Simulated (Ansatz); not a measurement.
Ge(SiH3)4 (Si4GeH12), 17 atoms. Hardware: 4 threads of Intel Xeon on a shared host.

Correlated methods freeze 29 core orbitals; core or outer-core shells of Ge are correlated, in sets that lack core-valence functions.

Question: How many basis functions does each of these Ansatz runs have, and roughly what does it cost? PBE-D4/def2-TZVP, charge 0 triplet at the geometry of the charge 0 singlet, energy, from earlier orbitals; BLYP-D4/def2-TZVP, charge 0 singlet, energy, from earlier orbitals; r2SCAN-D4/def2-SVP, charge 0 singlet, relaxation, 3 steps; r2SCAN-D4/def2-TZVP, charge 0 triplet at the geometry of the charge 0 singlet, energy, from earlier orbitals; r2SCAN-D4/def2-TZVP, charge 0 singlet, energy and forces, from earlier orbitals; PBE-D4/def2-TZVP, charge 1 doublet at the geometry of the charge 0 singlet, energy, from earlier orbitals; PBE0-D4/def2-TZVP, charge 1 doublet at the geometry of the charge 0 singlet, energy; PBE-D4/def2-TZVP, charge 0 singlet, energy, from earlier orbitals; PBE0-D4/def2-TZVP, charge 0 triplet at the geometry of the charge 0 singlet, energy; CCSD(T)/def2-SVP, charge 1 doublet at the geometry of the charge 0 singlet, energy, from earlier orbitals; PBE-D4/def2-SVP, charge 0 singlet, energy, from earlier orbitals; MP2/def2-TZVP, charge 0 singlet, energy, from earlier orbitals.

Answer: Other jobs shared the machine, so times can vary by a factor of up to 3. A dash marks memory too small to be measured apart from the calling script's.

| run | functions | fitting or Cholesky vectors | wall time | peak host memory (GiB) |
| --- | --- | --- | --- | --- |
| PBE-D4/def2-SVP, charge 0 singlet, energy, from earlier orbitals | 164 | 1831 | 7 s | – |
| PBE-D4/def2-TZVP, charge 0 singlet, energy, from earlier orbitals | 268 | 1894 | 8 s | – |
| BLYP-D4/def2-TZVP, charge 0 singlet, energy, from earlier orbitals | 268 | 1894 | 10 s | – |
| r2SCAN-D4/def2-TZVP, charge 0 singlet, energy and forces, from earlier orbitals | 268 | 1894 | 17 s | – |
| r2SCAN-D4/def2-SVP, charge 0 singlet, relaxation, 3 steps | 164 | 1831 | 22 s | – |
| MP2/def2-TZVP, charge 0 singlet, energy, from earlier orbitals | 268 | 1791 | 23 s | 0.84 |
| PBE-D4/def2-TZVP, charge 1 doublet at the geometry of the charge 0 singlet, energy, from earlier orbitals | 268 | 1894 | 27 s | 0.57 |
| PBE-D4/def2-TZVP, charge 0 triplet at the geometry of the charge 0 singlet, energy, from earlier orbitals | 268 | 1894 | 65 s | 1.1 |
| r2SCAN-D4/def2-TZVP, charge 0 triplet at the geometry of the charge 0 singlet, energy, from earlier orbitals | 268 | 1894 | 2.2 min | 1.2 |
| PBE0-D4/def2-TZVP, charge 1 doublet at the geometry of the charge 0 singlet, energy | 268 | 2001 | 2.9 min | 1.6 |
| PBE0-D4/def2-TZVP, charge 0 triplet at the geometry of the charge 0 singlet, energy | 268 | 2001 | 4.4 min | 1.6 |
| CCSD(T)/def2-SVP, charge 1 doublet at the geometry of the charge 0 singlet, energy, from earlier orbitals | 164 | 1600 | 4.9 min | 3.3 |
